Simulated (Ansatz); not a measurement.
Born–Oppenheimer molecular dynamics of ClF4HOW (8 atoms, charge 0, multiplicity 1). It starts from a relaxed structure.

Level of theory: RHF/def2-SVP in Ansatz 0.2.0.

| Item | Value |
| --- | --- |
| ensemble | NVT, Nosé–Hoover chain |
| time step | 0.5 fs |
| steps asked | 166 |
| set temperature | 3000 K |
| thermostat | time constant 100 fs, chain length 3 (defaults) |
| masses | H 10 u |
| seed | 703205 |

First frame:

```xyz
8
Properties=species:S:1:pos:R:3
W 0.000 -0.039 0.080
F 0.295 -0.001 1.892
F 1.824 -0.009 -0.146
F 0.071 1.801 0.080
O -1.783 -0.039 0.304
H -2.721 -0.059 0.426
Cl 0.106 -2.338 0.055
F -0.159 0.017 -1.748
```

Task: How far do the bonds stretch over the last three quarters of this one trajectory? (Pairs bonded in most of those frames.)

Result: 
```json
{"bond": "W1–F2", "mean (Å)": "1.831", "spread (Å)": "0.047", "shortest": "1.77", "longest": "1.91"}
{"bond": "W1–F3", "mean (Å)": "1.849", "spread (Å)": "0.074", "shortest": "1.74", "longest": "1.96"}
{"bond": "W1–F4", "mean (Å)": "1.913", "spread (Å)": "0.103", "shortest": "1.74", "longest": "2.06"}
{"bond": "W1–O5", "mean (Å)": "1.857", "spread (Å)": "0.041", "shortest": "1.80", "longest": "1.93"}
{"bond": "W1–Cl7", "mean (Å)": "2.275", "spread (Å)": "0.046", "shortest": "2.22", "longest": "2.37"}
{"bond": "W1–F8", "mean (Å)": "1.837", "spread (Å)": "0.065", "shortest": "1.75", "longest": "1.94"}
{"bond": "O5–H6", "mean (Å)": "0.964", "spread (Å)": "0.041", "shortest": "0.90", "longest": "1.03"}
```

Pairs bonded in part of these frames only: W1–H6 38 %.

Mean temperature of the second half: 1571 K. The conserved energy stayed within 0.2 meV per atom of its start (net change 0.15 meV per atom), so the integration is sound. The mean temperature of the second half is 48 % below the set value. A run of 0.083 ps of so small a system gives no equilibrium averages.

Run time: 110 s on 4 threads of AMD EPYC 9R45 96-Core Processor (Zen 5) (shared host), peak memory 0.32 GiB.
